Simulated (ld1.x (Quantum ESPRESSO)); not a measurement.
# Which change was made? (N, TM)

- Element: nitrogen (N)
- Generator: ld1.x (Quantum ESPRESSO) 7.5
- Type: norm-conserving Troullier–Martins (Kleinman–Bylander form)
- Functional: PBEsol
- Relativity: scalar-relativistic
- Frozen core: [He]
- Valence charge: 5
- Reference configuration: 2s2 2p3
- Partial waves: 2p (bound): rc 2.30 bohr; 2s (bound): rc 0.85 bohr
- Local potential: the s channel
- Core correction: a·sin(br)/r model core inside 0.70 bohr

Cutoffs, loose and tight: the cutoffs (Ry, on a coarse ladder) from which the occupation-weighted sum of valence levels, in a spherical-Bessel basis at the reference potential, stays within 10 and 1 mRy of its value at 400 Ry. They do not see the model core or the augmentation charge, which bear on the density cutoff. Test errors are all-electron minus pseudo excitation energies from the reference, over the configurations 2s2 2p2; 2s2 2p1; 2s2 2p0; 2s2 2p2.5; 2s1 2p3; 2s1 2p0; 2s2 2p3.3; variants that change the core or the reference have their own tests.

The base gives: outcome: generated; cutoff, loose: 55 Ry; cutoff, tight: 140 Ry; bound ghosts: none; largest test error (meV): +3940.

**Question.** After one change the result is: outcome: generated; cutoff, loose: 45 Ry; cutoff, tight: 110 Ry; bound ghosts: none; largest test error (meV): +3951. Which change was it?
A. all radii but the core radius scaled by about 1.37 (s 1.16, p 3.16 bohr)
B. wave 2p (bound): rc 2.30 bohr becomes 2p (bound): rc 3.04 bohr
C. reference 2s1.5 2p3.5
D. wave 2s (bound): rc 0.85 bohr becomes 2s (bound): rc 1.12 bohr

**Answer.** D. The others give: reference 2s1.5 2p3.5 → outcome: generated; cutoff, loose: 50 Ry; cutoff, tight: 140 Ry; bound ghosts: none; largest test error (meV): +823 | wave 2p (bound): rc 2.30 bohr becomes 2p (bound): rc 3.04 bohr → outcome: generated; cutoff, loose: 55 Ry; cutoff, tight: 140 Ry; bound ghosts: none; largest test error (meV): +8907 | all radii but the core radius scaled by about 1.37 (s 1.16, p 3.16 bohr) → outcome: generated; cutoff, loose: 40 Ry; cutoff, tight: 100 Ry; bound ghosts: none; largest test error (meV): +10142.
